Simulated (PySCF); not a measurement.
Ionisation energy of C⁺ by level of theory

C⁺ [He] 2s2 2p1 (2P) → C²⁺ [He] 2s2 (1S), as a difference of total energies. Computed with PySCF 2.14 in x2c-TZVPall (5s3p2d1f, 31 functions), with scalar relativity by spin-free X2C-1e. Correlated levels: valence: 1s2 frozen. The calculations carry no spin-orbit coupling.

| method | ionisation energy (eV) | error (eV) |
| --- | --- | --- |
| UHF | 24.166 | -0.212 |
| BP86 | 24.909 | +0.531 |
| MN15 | 24.418 | +0.040 |
| MP2 (valence) | 24.369 | -0.009 |
| SCS-MP2 (valence) | 24.331 | -0.047 |
| CCSD (valence) | 24.200 | -0.178 |
| CCSD(T) (valence) | 24.231 | -0.147 |

Reference: 24.378 eV (measured; NIST levels, between the centres of gravity of the two terms).

Errors of the correlated levels include the incompleteness of this basis and the frozen core.

The coupled-cluster amplitudes are large for C²⁺ (T1 above 0.03 or a double amplitude above 0.15), so a single reference is strained.
